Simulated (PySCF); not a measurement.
The 15-electron isoelectronic series, spin-free X2C

All values are computed (PySCF 2.14, energy differences of UHF-based or UKS calculations, no spin-orbit coupling). Each ion has its own even-tempered basis scaled to its charge (18s12p5d4f for the first); frozen: 1s2. Ionisation energies in eV.

```
  ion      configuration     UHF  MP2 (outer shells)  CCSD (outer shells)  CCSD(T) (outer shells)     LDA     PBE    PBE0  NIST (with spin-orbit, Breit and QED)
Br²⁰⁺  [Ne] 3s2 3p3 (4S)  868.30              868.88               868.69                  868.68  869.04  869.15  869.28                            870 ± 3 (s)
Kr²¹⁺  [Ne] 3s2 3p3 (4S)  943.89              944.46               944.27                  944.26  944.62  944.74  944.88                            945 ± 3 (s)
Rb²²⁺  [Ne] 3s2 3p3 (4S)  1022.6              1023.2               1023.0                  1023.0  1023.3  1023.5  1023.6                           1024 ± 4 (s)
Zr²⁵⁺  [Ne] 3s2 3p3 (4S)  1277.6              1278.1               1277.9                  1277.9  1278.3  1278.5  1278.6                           1277 ± 5 (s)
Nb²⁶⁺  [Ne] 3s2 3p3 (4S)  1368.9              1369.4               1369.2                  1369.2  1369.5  1369.8  1369.9                           1368 ± 5 (s)
Mo²⁷⁺  [Ne] 3s2 3p3 (4S)  1463.4              1463.9               1463.7                  1463.7  1464.0  1464.3  1464.4                           1462 ± 6 (s)
Tc²⁸⁺  [Ne] 3s2 3p3 (4S)  1561.1              1561.5               1561.3                  1561.3  1561.7  1561.9  1562.1                           1559 ± 6 (s)
Ru²⁹⁺  [Ne] 3s2 3p3 (4S)  1661.9              1662.4               1662.2                  1662.2  1662.5  1662.8  1662.9                           1659 ± 6 (s)
Rh³⁰⁺  [Ne] 3s2 3p3 (4S)  1766.0              1766.5               1766.3                  1766.3  1766.5  1766.8  1767.0                           1763 ± 7 (s)
```

Q: Interpolate the row of Sr²³⁺.

A: configuration [Ne] 3s2 3p3 (4S); UHF 1104.4; MP2 (outer shells) 1105.0; CCSD (outer shells) 1104.8; CCSD(T) (outer shells) 1104.8; LDA 1105.1; PBE 1105.3; PBE0 1105.4; NIST (with spin-orbit, Breit and QED) 1105 ± 4 (s).

Each ion has its own basis, which adds noise of up to about 0.1 % along the series.

NIST values marked (s) are semi-empirical, (t) theoretical. Open shells are high-spin determinants of the terms that Hund's rules give; for the heavier ions, far from LS coupling, these are not the ground levels.

Spin-orbit coupling of the open shells is absent from the calculated values and included in NIST's; it grows fast with Z.
